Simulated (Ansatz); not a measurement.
The pair A = HF (SMILES F) (first 2 atoms), B = CH2F2 (SMILES FCF); geometry from B3LYP-D3(BJ)/def2-TZVP.
(charge 0, multiplicity 1):
```csv
atom,x (Å),y (Å),z (Å)
F,-0.1266,0.0956,-0.0637
H,0.1928,0.6239,0.6339
F,0.7564,0.8891,2.3594
C,0.3893,-0.1900,3.1436
F,-0.7133,0.1605,3.8436
H,1.2094,-0.3886,3.8326
H,0.1512,-1.0206,2.4800
```

Cores are frozen in the correlated methods. MP2 and its Hartree–Fock in aug-cc-pVQZ are density fitted.

Codes used: Ansatz (Gaussian orbitals). Each number belongs to the level named beside it.

Total energies (hartree), monomers frozen at their geometry in the pair:

```
structure              HF/aug-cc-pVDZ  HF/aug-cc-pVQZ  CCSD(T)/aug-cc-pVDZ
---------------------  --------------  --------------  -------------------
AB                       -337.9690199    -338.0867502         -338.7865698
A in the pair's basis    -100.0329136    -100.0676958         -100.2644198
B in the pair's basis    -237.9312011    -238.0141642         -238.5162738
A                        -100.0326440    -100.0676430         -100.2635823
B                        -237.9307643    -238.0140820         -238.5152787
```

Problem. Work out the interaction energy without and with the counterpoise correction, and the superposition error, for each level.

Solution. 
E(AB) − E(A) − E(B), times 627.509 kcal/mol, with the monomers in their own basis and then in the pair's basis:
- HF/aug-cc-pVDZ: -3.52 uncorrected, -3.08 corrected; the monomers gain 0.44 kcal/mol from borrowed functions
- HF/aug-cc-pVQZ: -3.15 uncorrected, -3.07 corrected; the monomers gain 0.08 kcal/mol from borrowed functions
- CCSD(T)/aug-cc-pVDZ: -4.84 uncorrected, -3.69 corrected; the monomers gain 1.15 kcal/mol from borrowed functions

Ansatz is an electronic-structure program.
